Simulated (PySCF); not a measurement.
One of the candidates below gave these computed data.

All candidates are C8H4F4O.

- 13C NMR: chemical shifts (computed TMS as zero) by class: 160.6 (1 C), 141.7 (1 C), 141.5 (1 C), 141.3 (1 C), 137.7 (1 C), 133.7 (1 C), 132.1 (1 C), 128.1 (1 C) ppm [GIAO PBE0/pcSseg-1]
- Dipole: 5.59 D [PBE0/pcSseg-1]
- 1H NMR: chemical shifts (computed TMS as zero) by class: 8.74 (1 H), 8.31 (1 H), 8.10 (1 H), 8.02 (1 H) ppm [GIAO PBE0/pcSseg-1]
- NMR, other nuclei: isotropic shieldings of nuclei other than C and H, by class: -125 (1 O), 144 (1 F), 248 (3 F) ppm [GIAO PBE0/pcSseg-1]
- Rotational structure: rotational constants A, B, C: 1.012, 0.853, 0.504 GHz [GFN2-xTB]

The electronic properties come from PySCF, for the isolated species, density fitting. Levels stand in brackets. Isolated species at its GFN2-xTB geometry (one conformer only). NMR classes are plain means over equivalent atoms (diastereotopic ones count apart unless rotation or inversion swaps them), as if these changed places fast.

Question: Which candidate is it?
A. `O=C(F)c1ccccc1C(F)(F)F`
B. `O=C(F)c1ccc(C(F)(F)F)cc1`
C. `O=C(F)c1cccc(C(F)(F)F)c1`

Answer: A. It is `O=C(F)c1ccccc1C(F)(F)F`. Numbering: `[O:1]=[C:2]([F:3])[c:4]1[cH:5][cH:6][cH:7][cH:8][c:9]1[C:10]([F:11])([F:12])[F:13]`. Its formula, C8H4F4O, gives 5 degrees of unsaturation: 1 ring and 4 π bonds in the structure found (Kekulé form). 8 carbons fall into 8 classes; from least to most shielded: acyl halide carbon [C2] (160.6 ppm), substituted aromatic carbon [C9] (141.7 ppm), aromatic CH carbon [C5] (141.5 ppm), aromatic CH carbon [C7] (141.3 ppm), aromatic CH carbon [C6] (137.7 ppm), aromatic CH carbon [C8] (133.7 ppm), CF3 carbon [C10] (132.1 ppm), substituted aromatic carbon [C4] (128.1 ppm). Hydrogen classes from least to most shielded: 1 H on an aromatic CH carbon, C5 (8.74 ppm), 1 H on an aromatic CH carbon, C8 (8.31 ppm), 1 H on an aromatic CH carbon, C7 (8.10 ppm), 1 H on an aromatic CH carbon, C6 (8.02 ppm). The other shieldings belong to: -125 ppm, carbonyl oxygen [O1]; 144 ppm, acyl fluorine [F3]; 248 ppm, fluorine of a CF3 group [F11/F12/F13]. The optimised geometry has point group Cs and is an asymmetric top.

The others, at the same levels:
- `O=C(F)c1ccc(C(F)(F)F)cc1` fails: it has 6 carbon classes against 8; its computed 13C shifts are 164.8 (1 C), 144.2 (1 C), 139.7 (2 C), 133.0 (1 C), 132.9 (1 C), 132.7 (2 C) ppm, 1H shifts are 8.66 (2 H), 8.22 (2 H) ppm and rotational constant A is 2.308 GHz (against 1.012 GHz).
- `O=C(F)c1cccc(C(F)(F)F)c1` fails: its computed 13C shifts are 164.8 (1 C), 142.9 (1 C), 139.1 (1 C), 137.9 (1 C), 137.8 (1 C), 134.7 (1 C), 132.9 (1 C), 131.2 (1 C) ppm, 1H shifts are 8.80 (1 H), 8.76 (1 H), 8.35 (1 H), 8.01 (1 H) ppm and rotational constant A is 1.513 GHz (against 1.012 GHz).

Each candidate is one conformer, not necessarily the lowest. Dipoles, sizes and rotational constants follow the conformer. The torsions of the flexible species, by atom-mapped SMILES:
- `[O:1]=[C:2]([F:3])[c:4]1[cH:5][cH:6][cH:7][cH:8][c:9]1[C:10]([F:11])([F:12])[F:13]`: O1–C2–C4–C5 180°, C8–C9–C10–F11 -119°
- `[O:1]=[C:2]([F:3])[c:4]1[cH:5][cH:6][c:7]([C:8]([F:9])([F:10])[F:11])[cH:12][cH:13]1`: O1–C2–C4–C5 0°, C6–C7–C8–F9 -150°
- `[O:1]=[C:2]([F:3])[c:4]1[cH:5][cH:6][cH:7][c:8]([C:9]([F:10])([F:11])[F:12])[cH:13]1`: O1–C2–C4–C5 0°, C7–C8–C9–F10 118°
